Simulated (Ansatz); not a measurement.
Ag6⁻, relaxed as a doublet with UKS PBE0-D4/def2-SVPD in Ansatz, starting from the GFN1-xTB geometry. Force threshold 0.02 eV/Å.

In the def2 sets Ag takes a core potential; there is no spin–orbit coupling. The structure comes from a short search, and lower isomers may exist.

Start:

```xyz
6

Ag   -0.2016    1.0508    2.1466
Ag   -1.4550   -0.8646   -1.9903
Ag   -0.5106   -1.1964    0.5683
Ag    1.1659   -0.0813   -1.4377
Ag   -1.0758    1.4361   -0.4568
Ag    2.0771   -0.3446    1.1699
```

Question: Estimate the energy that the relaxation releases and the steps that it takes.

Answer: 0.11 eV, in 11 steps; 4.7 min on 4 threads of Arm Neoverse N1 on a shared host. The force fell under the threshold at step 3, but the optimiser went on and released 0.095 eV more. No frequencies were taken in this run, so the end may be a saddle point.

Question: Does the start keep its bonding?

Answer: Bonds formed: Ag5–Ag6 (atoms count from 1). The end is the same structure that another start reached, the lowest one found.

Question: Predict the relaxed structure.

Answer: 
```tsv
atom	x (Å)	y (Å)	z (Å)
Ag1	-0.585	0.799	2.323
Ag2	-1.613	-0.621	-1.840
Ag3	-0.464	-1.324	0.567
Ag4	1.248	-0.550	-1.594
Ag5	-0.454	1.398	-0.365
Ag6	1.868	0.298	0.908
```
Bond lengths (bridged metal pairs left out): 12 × Ag–Ag 2.71 to 2.88 Å.
